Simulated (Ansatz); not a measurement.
Start from `[OH][Sn][OH]` and change one element to get `O[Si]O`.

Ansatz, PBE0-D4/def2-TZVP geometries, multiplicity 1. Each molecule was computed in one conformer, which needn't be the lowest.

Elements past krypton have def2 core potentials.

```
                                                                                  property  `[OH][Sn][OH]`
                                            size of the dipole moment (PBE/def2-TZVPP) / D            2.35
ideal-gas entropy at 298 K and 1 bar (rigid rotor, harmonic PBE0-D4/def2-TZVP) / J/(mol·K)             297
                                                       HOMO–LUMO gap (PBE/def2-TZVPP) / eV            3.71
                                                       HOMO energy (B3LYP/def2-TZVPP) / eV           -7.32
                                                     HOMO energy (ωB97M-V/def2-TZVPP) / eV           -9.66
                                                        LUMO energy (PBE0/def2-TZVPP) / eV           -1.94
```

What does the change do to each property? (An estimate is asked.)

The calculation gave: 
```tsv
property	`O[Si]O`	shift
size of the dipole moment (PBE/def2-TZVPP) / D	1.82	-0.53
ideal-gas entropy at 298 K and 1 bar (rigid rotor, harmonic PBE0-D4/def2-TZVP) / J/(mol·K)	270	-27
HOMO–LUMO gap (PBE/def2-TZVPP) / eV	4.04	0.33
HOMO energy (B3LYP/def2-TZVPP) / eV	-6.93	0.39
HOMO energy (ωB97M-V/def2-TZVPP) / eV	-9.26	0.40
LUMO energy (PBE0/def2-TZVPP) / eV	-1.09	0.85
```

With PBE0 the HOMO rises by 0.37 eV and the LUMO rises by 0.85 eV, so the gap widens by about 0.48 eV. PBE moves the HOMO by 0.35 eV and ωB97M-V by 0.40 eV. Dipoles are sizes alone; their direction can turn.

B3LYP here is the variant with VWN-RPA as its local correlation; programs differ in this.
